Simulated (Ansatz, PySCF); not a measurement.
Potential energy curve for SiC, triplet.

Levels: UHF/cc-pVTZ (PySCF); UCCSDT = CCSDT on UHF/cc-pVTZ, frozen core (Ansatz, a quantum-chemistry and plane-wave program); UMP2/6-31G* = PySCF 2.14.0 with unrestricted MP2 (frozen core)/6-31G*, spherical d.

Energies are in kcal/mol, each relative to the lowest point of its own curve near equilibrium.

```tsv
R / Å	UHF	UCCSDT	UMP2/6-31G*
1.26	172.7	176.4	166.5
1.36	88.4	90.7	80.8
1.45	43.6	44.3	35.7
1.55	16.4	15.6	10.4
1.61	(withheld)	6.4	3.5
1.68	2.0	1.1	(withheld)
1.71	0.7	0.2	0.0
1.75	0.0	0.0	(withheld)
1.83	(withheld)	2.3	9.3
1.89	3.0	5.7	14.4
1.98	7.8	12.6	22.6
2.13	18.1	26.1	36.2
2.30	30.6	41.8	60.8
2.58	48.4	64.1	79.8
2.84	58.3	78.9	87.5
3.06	62.3	86.8	90.8
3.42	65.2	—	93.5
3.77	(withheld)	—	94.8
4.18	66.8	—	95.6
4.55	67.0	—	96.0
5.09	67.2	—	(withheld)
6.05	67.3	—	96.6
6.95	67.3	—	96.6
```

**Question.** What belongs in the gaps?

**Answer.** 
- 1.61, UHF: 7.5
- 1.68, UMP2/6-31G*: 0.3
- 1.75, UMP2/6-31G*: 3.3
- 1.83, UHF: 0.9
- 3.77, UHF: 66.2
- 5.09, UMP2/6-31G*: 96.4

Dashes: no converged value, or the column stops at the first point that the program doubted or that broke a chosen test of continuity, which isn't proof of a fault.

The unrestricted determinant behind UHF, UCCSDT is spin-contaminated at 1.45 to 6.95 Å (<S²> up to 3.1, against 2.00 for a pure triplet). The unrestricted solution behind UMP2/6-31G* changes between 2.13 and 2.30 Å, which can leave a kink. The unrestricted determinant behind UMP2/6-31G* is spin-contaminated at 1.45 to 6.95 Å (<S²> up to 3.0, against 2.00 for a pure triplet).
